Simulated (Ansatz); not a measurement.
C2H5BO3 can be A, `CBOC(=O)O`, or B, `C=C(O)B(O)O`.

Isolated molecules relaxed with PBE0-D4/def2-TZVP in Ansatz; ΔE leaves out vibrations. CBS: MP2 limit from def2 TZ/QZ plus the TZ coupled-cluster correction, frozen cores. Functionals use def2-TZVPP. B3LYP here is the variant with VWN-RPA as its local correlation; programs differ in this. Each species was taken in one conformer, which may not be the lowest.

(1) Which is lower in electronic energy at CCSD(T)/CBS, and by how much? (Best estimate.)

(2) Give E(B) − E(A) in kJ/mol with PBE-D4, ωB97M-V, B3LYP-D4, PBE0-D4, MP2/def2-TZVPP, CCSD/def2-TZVPP, HF/def2-TZVPP. (Best estimate.)

Largest T1 diagnostic: 0.014.

## Answers

(1) Computed: B, by 100.7 kJ/mol.

(2) The calculation gave: PBE-D4 -82.1, ωB97M-V -86.8, B3LYP-D4 -88.1, PBE0-D4 -82.0, MP2/def2-TZVPP -95.0, CCSD/def2-TZVPP -91.8, HF/def2-TZVPP -65.7. None reverses the order clearly.

In def2-TZVPP, CCSD(T) changes the Hartree–Fock value by −27.2 kJ/mol (the triples alone add −1.1 kJ/mol) and MP2 by −29.3 kJ/mol. The D4 term adds −3.7 kJ/mol with B3LYP and −1.9 kJ/mol with PBE0; it sums over pairs of atoms, weighted by their polarisabilities, and B3LYP, whose exchange is more repulsive, gets the larger term.
